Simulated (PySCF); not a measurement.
Compound: C6H9O (doublet state).
Z-matrix (Å and degrees, GFN2-xTB geometry), rows numbered from 1:
```
C 
O   1  1.4044
C   2  1.3698  1  115.19
C   3  1.3208  2  122.42  1  -178.03
C   4  1.5102  3  134.72  2     0.54
C   5  1.4866  4   87.04  3   179.57
C   6  1.4883  5   93.92  4     0.41
H   1  1.0886  2  106.36  3  -178.71
H   1  1.0961  2  111.47  3    62.34
H   1  1.0961  2  111.50  3   -59.65
H   3  1.0855  2  116.27  1     2.33
H   5  1.0957  4  114.87  3    61.89
H   5  1.0961  4  114.97  3   -62.70
H   6  1.0696  5  133.10  4   174.51
H   7  1.0970  4  115.19  3    63.17
H   7  1.0965  4  115.19  3   -62.14
```

The hyperfine couplings belong to this conformer and change with its torsions.

The species is `COC=C1C[CH]C1` [radical].

The calculation used UKS B3LYP, pcH-1 on C H O, non-relativistic, mean-field spin-orbit, GIAO (PySCF 2.14.0). Isolated species at its GFN2-xTB geometry (one conformer only). The geometry wasn't refined by DFT: couplings that depend on bond lengths, twists or pyramidal angles can differ widely from those at the functional's own minimum. No stability test was run, so a lower SCF solution isn't excluded.

Task: What is the g tensor, term by term?

Result: 
```csv
Δg (ppm),1,2,3
relativistic mass correction,-134,-134,-134
gauge correction,1,10,23
orbital Zeeman/spin–orbit,-18,671,755
total,-152,547,643
```

So g = 2.00217, 2.00287, 2.00296 and g_iso = 2.00267; the tensor is close to axial: the two nearest values differ by 12 % of g3 − g1. Axes: g3 points within 2° of the C6–H14 bond.

Task: What effective moment and Curie constant follow for a powder?

Result: With the mean of g² = 4.0107 and S(S+1) = 0.75: μ_eff = √(⟨g²⟩S(S+1)) = 1.734 μB and χT = 0.12505·⟨g²⟩·S(S+1) = 0.376 cm³ K/mol (cgs; spin-Hamiltonian part alone).

Task: What are the electron Larmor frequencies g μB B/h along the three axes at 330 mT?

Result: 9.2475, 9.2508, 9.2512 GHz for g1, g2 and g3, a range of 3.7 MHz.

Task: At 34.101 GHz, how far is the centre of the isotropic spectrum from where a free electron (g = 2.002319) resonates?

Result: B = hν/(g μB) with μB/h = 13.99624 MHz/mT gives 1216.81 mT for the free electron and 1216.60 mT at g_iso, 0.21 mT lower.

Task: In a frozen sample, at which fields do the three g values resonate at 9.5, 34, 94 and 263 GHz (hyperfine left aside), and which band first spreads them over more than twice a line width of 1.0 mT?

Result: 
```csv
band,GHz,B(g3) mT,B(g2) mT,B(g1) mT,spread mT
X,9.5,338.87,338.89,339.01,0.13
Q,34.0,1212.82,1212.87,1213.30,0.48
W,94.0,3353.08,3353.24,3354.41,1.33
J,263.0,9381.48,9381.93,9385.20,3.72
```

The spread grows in proportion to the frequency. J band is the first where it exceeds 2.0 mT.

The Mulliken spin populations are largest on C6 (+1.02), C5 (-0.09) and C7 (-0.09). No atom but C6 exceeds +0.15. The positive populations add up to 1.24 and the negative ones to -0.24, together 2S = 1. The angles at C6 add up to 359.7°, so it is planar; its axial dipolar tensor and the negative coupling of its proton fit spin in a p orbital normal to that plane.

The HOMO–LUMO gaps are 5.66 eV among the α and 4.54 eV among the β orbitals.
